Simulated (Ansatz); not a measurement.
Ideal-gas functions of CH3AlFGa, SMILES `[F][Al]1[CH2][GaH]1` at 800 K and 1 bar, from an Ansatz frequency run at PBE0-D4/def2-TZVP.

Molar mass 130.74 g/mol, point group C1 (symmetry number 1), electronic degeneracy 1, moments of inertia 41.051, 298.383, 335.726 u Å². Harmonic wavenumbers (cm⁻¹, unscaled): 79, 150, 270, 317, 400, 446, 510, 641, 705, 842, 884, 1316, 1935, 2854, 3135.

Use S(trans) = R[1.5 ln M + 2.5 ln T − 1.1517]; rotational temperatures θ = 24.2544 K / I; S(rot) = R[ln(√π/σ · √(T³/θAθBθC)) + 1.5]; for each mode x = 1.438777 ν̃/T, S = R[x/(eˣ − 1) − ln(1 − e⁻ˣ)] and H = RT x/(eˣ − 1); 1 cm⁻¹ = 0.0119627 kJ/mol; R = 8.31446 J/(mol·K).

Task: By hand: the entropy, in J/(mol·K).

Result: Translation 190.1. Rotation: θ = 0.5908, 0.0813, 0.0722 K, giving 124.1. Vibration, mode by mode: 24.55, 19.23, 14.40, 13.10, 11.23, 10.37, 9.32, 7.58, 6.88, 5.62, 5.28, 2.86, 1.18, 0.30, 0.20, in all 132.1. Electronic 0.0. Sum 446.3 J/(mol·K).

Task: By hand: H − E and G − E in kJ/mol, counted from the electronic energy.

Result: Zero-point energy ½ × 14484 × 0.0119627 = 86.6; thermal vibration 50.1; translation, rotation and pV give 4 RT = 26.6. H − E = 163.3 kJ/mol, and G − E = 163.3 − 800 × 446.3/1000 = -193.7 kJ/mol.

Vibration gives 30 % of the entropy, 24.5 J/(mol·K) of it from the mode under 150 cm⁻¹: soft modes count most, and the harmonic formula is weakest for them. The sum counts one conformer and one mirror image; others add a mixing term.
